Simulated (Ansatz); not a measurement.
Two isomers of C2H7BrSi: A = `CC([SiH3])Br`, B = `C[SiH](C)Br`.

Calculated with Ansatz (gas phase, PBE0-D4/def2-TZVP geometries, no zero-point term in ΔE). CBS: MP2 limit from def2 TZ/QZ plus the TZ coupled-cluster correction, frozen cores. DFT in def2-TZVPP. B3LYP here is the variant with VWN-RPA as its local correlation; programs differ in this. For Br outer-core shells are correlated without core-valence functions, which leaves a few kJ/mol of doubt a bond. Scalar relativity is left out up to krypton.

A:

```xyz
11

C     0.0911   -0.7325   -1.2261
C     0.2391   -0.5447    0.2677
Si   -0.4573    1.0790    0.9296
Br    2.1379   -0.5758    0.7726
H     0.5595    0.0846   -1.7782
H    -0.9720   -0.7536   -1.4871
H     0.5419   -1.6700   -1.5580
H    -0.1902   -1.3885    0.8101
H    -1.9113    1.1400    0.6075
H     0.2373    2.2083    0.2625
H    -0.2761    1.1532    2.3993
```

B:

Z-matrix (Å, degrees):
```
C
Si 1 1.860
H 1 1.092 2 110.7
H 1 1.094 2 110.1 3 -119.8
H 1 1.092 2 110.9 3 120.3
C 2 1.860 1 112.7 3 58.1
Br 2 2.239 1 108.3 3 -61.7
H 2 1.485 1 110.7 3 -177.4
H 6 1.094 2 110.1 1 61.8
H 6 1.092 2 110.7 1 -58.1
H 6 1.092 2 110.9 1 -178.4
```

Which is lower in electronic energy at CCSD(T)/CBS, and by how much? (An estimate is asked.)

Computed: B, by 208.7 kJ/mol.

Give E(B) − E(A) in kJ/mol with MP2/def2-TZVPP, LDA (SPW92), HF/def2-TZVPP, PBE-D4, CCSD(T)/def2-SVP, CCSD/def2-TZVPP, B3LYP. (Best estimate.)

Computed: MP2/def2-TZVPP -209.5, LDA (SPW92) -202.8, HF/def2-TZVPP -214.2, PBE-D4 -204.5, CCSD(T)/def2-SVP -188.7, CCSD/def2-TZVPP -205.3, B3LYP -208.0. None reverses the order clearly.

Does the order hold for the free energy at 298.15 K (harmonic terms from PBE0-D4)? (An estimate is asked.)

Ansatz gave: Yes: G(B) − G(A) = -202.7 kJ/mol.

Largest T1 diagnostic: 0.009.

From PBE to PBE0 (25 % exact exchange), in def2-TZVPP and without D4, E(B) − E(A) moves by −6.9 kJ/mol. In def2-TZVPP, CCSD(T) changes the Hartree–Fock value by +11.5 kJ/mol (the triples alone add +2.6 kJ/mol) and MP2 by +4.7 kJ/mol.
